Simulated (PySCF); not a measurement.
SMILES c1(sc(C#N)cc1)C(C)(C)C (C9H11NS), singlet (GFN2-xTB optimised geometry):

```
22

C     -2.064    -1.814     1.253
C     -1.183    -1.898     0.000
C     -2.065    -1.813    -1.253
C     -0.426    -3.228    -0.001
C     -0.225    -0.740     0.000
C      1.141    -0.740     0.000
C      1.705     0.546     0.000
C      0.759     1.537     0.000
C      0.969     2.916     0.001
N      1.147     4.051     0.001
S     -0.848     0.876     0.000
H     -2.762    -2.648     1.275
H     -1.452    -1.852     2.152
H     -2.633    -0.887     1.261
H     -2.757    -2.652    -1.281
H     -1.452    -1.841    -2.152
H     -2.640    -0.890    -1.256
H     -1.136    -4.051    -0.001
H      0.200    -3.317     0.884
H      0.199    -3.316    -0.886
H      1.739    -1.633     0.000
H      2.762     0.745     0.000
```

Calculation: B3LYP/def2-SVP (PySCF).

Problem. What are the frontier orbital energies and the dipole moment?

Solution. HOMO-2 -9.13 eV, HOMO-1 -7.53 eV, HOMO -6.77 eV, LUMO -1.60 eV, LUMO+1 0.04 eV; dipole moment 5.42 D.

Meta-Löwdin charges at B3LYP/def2-SVP: C1 -0.28, C2 0.07, C3 -0.28, C4 -0.28, C5 -0.08, C6 -0.15, C7 -0.09, C8 -0.15, C9 0.10, N10 -0.21, S11 0.26, H12 0.09, H13 0.10, H14 0.09, H15 0.09, H16 0.10, H17 0.09, H18 0.10, H19 0.09, H20 0.09, H21 0.12, H22 0.12.
